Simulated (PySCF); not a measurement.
CaCl: one state, many levels of theory

State: ²Σ⁺ (doublet), unpaired electrons σ ↑. Set-up: PySCF, no relativity, basis sets Ca pcseg-2, Cl pcseg-2. De refers to Ca + Cl in their high-spin ground configurations, without counterpoise correction. The functionals are run spin-unrestricted. A positive dipole means Ca(−)Cl(+).

```tsv
Level	Re (Å)	ωe (cm⁻¹)	De (eV)	μ (D)
UHF	2.507	354	3.59	-4.54
UHF-MP2	2.465	366	4.02	n/a
UHF-SCS-MP2	2.474	364	3.85	n/a
UHF-CCSD	2.474	364	3.72	n/a
UHF-CCSD(T)	2.470	365	3.76	n/a
PBE	2.421	369	4.44	-4.03
PBEsol	2.400	378	4.65	-3.97
revPBE	2.436	361	4.31	-3.96
r²SCAN	2.426	374	4.69	-4.22
B3LYP	2.443	364	4.17	-4.49
PBE0	2.427	372	4.35	-4.18
LC-ωPBE	2.435	372	4.45	-4.02
```

(1) Which functional lies closest to UHF-CCSD(T) in De, which farthest, and by how much do they differ from it?

(2) What does a quarter of exact exchange do here, going from PBE to PBE0?

(3) What does the triples do here, going from UHF-CCSD to UHF-CCSD(T)?

Correlated steps freeze 10 core orbitals. The state was picked by a PBE0 search and need not be the measured ground state.

## Answers

(1) Closest is B3LYP (-2.7 pm in Re, -0.3 % in ωe, +0.41 eV in De against UHF-CCSD(T) in the same basis), farthest r²SCAN (-4.4 pm in Re, +2.5 % in ωe, +0.93 eV in De). CCSD(T) converges more slowly with the basis than the functionals do and binds too weakly in this one, so the order can change at the basis-set limit.

(2) PBE0 less PBE: +0.6 pm in Re, +0.8 % in ωe, -0.09 eV in De. Exact exchange removes part of the self-interaction that spreads semilocal densities, and in most molecules shortens and stiffens the bond and lowers De; here Re goes the other way.

(3) UHF-CCSD(T) less UHF-CCSD: -0.4 pm in Re, +0.3 % in ωe, +0.04 eV in De. Correlation nearly always deepens the well. The bond shortens, as in weak, metallic or heavy-atom bonds, where dispersion and the correlation of outer-core electrons pull the atoms together.
